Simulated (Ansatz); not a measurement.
Consider the formal exchange of groups at the Sn–C bond: `FBN[CH2][SnH3]` + `N=C(O)CO` → `N=C(O)[CH2][SnH3]` + `OCNBF`.

Program: Ansatz. Geometries: PBE0-D4/def2-TZVP. ΔE: electronic, gas phase. CCSD(T)/CBS is the MP2 limit (def2-TZVPP, def2-QZVPP) plus CCSD(T) − MP2 in def2-TZVPP, frozen cores. DFT in def2-TZVPP. B3LYP here is the variant with VWN-RPA as its local correlation; programs differ in this. def2 core potentials past Kr. For Sn outer-core shells are correlated without core-valence functions, which leaves a few kJ/mol of doubt a bond. One conformer a species, not always the lowest.

| level | ΔE (kJ/mol) | difference from CCSD(T)/CBS |
| --- | --- | --- |
| r2SCAN-D4 | -41.6 | 0.2 |
| PBE0-D4 | -40.8 | 1.0 |
| B3LYP-D4 | -39.5 | 2.3 |
| ωB97X-V | -40.7 | 1.1 |
| ωB97M-V | -41.1 | 0.7 |
| B2PLYP | -41.3 | 0.5 |
| r2SCAN | -41.5 | 0.3 |
| PBE0 | -40.4 | 1.4 |
| HF/def2-TZVPP | -46.1 | -4.3 |
| MP2/def2-TZVPP | -45.9 | -4.1 |
| SCS-MP2/def2-TZVPP | -44.1 | -2.3 |
| CCSD/def2-TZVPP | -42.5 | -0.7 |
| HF/def2-QZVPP | -46.1 | -4.3 |
| MP2/def2-QZVPP | -45.6 | -3.8 |
| HF/CBS(def2) | -46.1 | -4.3 |
| CCSD/CBS(def2) | -42.2 | -0.4 |
| CCSD(T)/CBS | -41.8 | 0 |

Largest T1 diagnostic among the species: 0.013.
